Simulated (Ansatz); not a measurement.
Calculated with Ansatz (gas phase, PBE0-D4/def2-TZVP geometries, no zero-point term in ΔE). CBS: MP2 limit from def2 TZ/QZ plus the TZ coupled-cluster correction, frozen cores. Functionals use def2-TZVPP. B3LYP here is the variant with VWN-RPA as its local correlation; programs differ in this. One conformer a species, not always the lowest.

Consider the ligand exchange at the Si–O bond: `CO[SiH](F)O[SiH3]` + `S[SiH2]Cl` → `CO[SiH](F)S[SiH2]Cl` + silanol.

`CO[SiH](F)O[SiH3]`:

```xyz
13

C     1.769   -1.120   -1.208
O     0.889   -0.427   -0.349
Si   -0.282    0.590   -0.819
F    -1.260   -0.162   -1.825
O    -1.099    1.044    0.489
Si   -1.482    0.642    2.037
H     2.319   -0.432   -1.858
H     2.488   -1.661   -0.591
H     1.228   -1.838   -1.830
H     0.239    1.766   -1.536
H    -2.598    1.519    2.463
H    -0.308    0.860    2.917
H    -1.902   -0.780    2.111
```

`S[SiH2]Cl`:

```xyz
6

S     1.106    1.135   -0.629
Si   -0.036   -0.349    0.366
Cl   -0.856   -1.723   -0.921
H     0.036    1.731   -1.183
H    -1.163    0.254    1.111
H     0.913   -1.048    1.256
```

`CO[SiH](F)S[SiH2]Cl`:

```xyz
13

C    -1.640   -2.160    0.294
O    -1.254   -1.264   -0.730
Si   -0.543    0.175   -0.565
F    -1.550    1.226    0.084
S     1.132   -0.025    0.738
Si    2.055    1.837    0.295
Cl    3.331    1.688   -1.305
H    -2.027   -3.062   -0.181
H    -0.786   -2.432    0.921
H    -2.421   -1.725    0.922
H    -0.180    0.671   -1.900
H     1.034    2.850   -0.051
H     2.850    2.222    1.478
```

`O[SiH3]`:

Cartesian coordinates in Å:
```
O 1.090 -0.363 -0.569
Si -0.343 0.195 0.024
H 1.599 -0.960 -0.021
H -1.294 -0.916 0.300
H -0.898 1.084 -1.023
H -0.154 0.960 1.288
```

| level | ΔE (kJ/mol) | difference from CCSD(T)/CBS |
| --- | --- | --- |
| r2SCAN-D4 | 64.6 | -3.5 |
| PBE0-D4 | 57.5 | -10.6 |
| B3LYP-D4 | 69.5 | 1.4 |
| ωB97X-V | 67.6 | -0.5 |
| B2PLYP | 74.3 | 6.2 |
| PBE | 55.4 | -12.7 |
| r2SCAN | 65.8 | -2.3 |
| PBE0 | 61.6 | -6.5 |
| B3LYP | 77.0 | 8.9 |
| HF/def2-TZVPP | 96.7 | 28.6 |
| MP2/def2-TZVPP | 66.1 | -2.0 |
| CCSD/def2-TZVPP | 77.4 | 9.3 |
| CCSD(T)/def2-TZVPP | 72.1 | 4.0 |
| HF/def2-QZVPP | 99.0 | 30.9 |
| MP2/def2-QZVPP | 64.6 | -3.5 |
| HF/CBS(def2) | 99.4 | 31.3 |
| CCSD(T)/CBS | 68.1 | 0 |

Largest T1 diagnostic among the species: 0.011.

In def2-TZVPP, CCSD(T) changes the Hartree–Fock value by −24.6 kJ/mol (the triples alone add −5.3 kJ/mol) and MP2 by −30.6 kJ/mol. The D4 term adds −7.5 kJ/mol with B3LYP and −4.1 kJ/mol with PBE0; it sums over pairs of atoms, weighted by their polarisabilities, and B3LYP, whose exchange is more repulsive, gets the larger term.
